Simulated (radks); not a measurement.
Radial electron density D(r) = 4 pi r^2 rho(r) of an atom or ion with 27 electrons. Calculated with a radial shooting solver on a logarithmic mesh with Libxc functionals: Dirac Kohn-Sham, LDA (Slater exchange, Perdew-Wang correlation), spin-unpolarised, spherical densities, finite nucleus; Fermi nuclear charge, rms radius of each element as measured or else 0.836 A^(1/3) + 0.57 fm.

r (bohr),D(r) (e/bohr)
0.003309,2.603
0.003701,3.160
0.004173,3.877
0.004705,4.739
0.005305,5.769
0.005934,6.902
0.00669,8.321
0.007543,9.973
0.008505,11.87
0.009513,13.88
0.01073,16.27
0.01209,18.89
0.01363,21.71
0.01525,24.45
0.0172,27.43
0.01939,30.32
0.02186,32.97
0.02465,35.22
0.02757,36.82
0.03108,37.83
0.03505,38.05
0.03951,37.46
0.0442,36.28
0.04983,34.57
0.05618,32.75
0.06335,31.28
0.07085,30.62
0.07989,31.02
0.09007,32.69
0.1016,35.45
0.1136,38.53
0.1281,41.60
0.1444,43.52
0.1628,43.53
0.1821,41.50
0.2053,37.34
0.2315,32.01
0.261,26.75
0.2943,22.85
0.3292,21.16
0.3712,21.47
0.4185,23.26
0.4718,25.28
0.5278,26.29
0.595,25.69
0.6709,23.25
0.7564,19.45
0.8461,15.34
0.954,11.05
1.076,7.398
1.213,4.608
1.356,2.777
1.529,1.502
1.724,0.7498
1.944,0.3414
2.175,0.1486
2.452,0.05385
2.765,0.01678

What is the nuclear charge?

Answer. Z = 31. The innermost maximum, from 1s, lies near gamma/Z bohr with gamma = sqrt(1 - (Z/c)^2) = 0.974, here 0.0314 bohr (found: 0.0339), and its height grows with Z. The density is that of the gallium ion Ga4+ in [Ar] 3d9; the configuration itself is not fixed sharply by these data, and Z only to about a unit. D(r) has 3 maxima, at r = 0.0339, 0.154, 0.541 bohr, and minima at 0.0726, 0.343 bohr, inside which lie 2.11, 10.95 electrons.
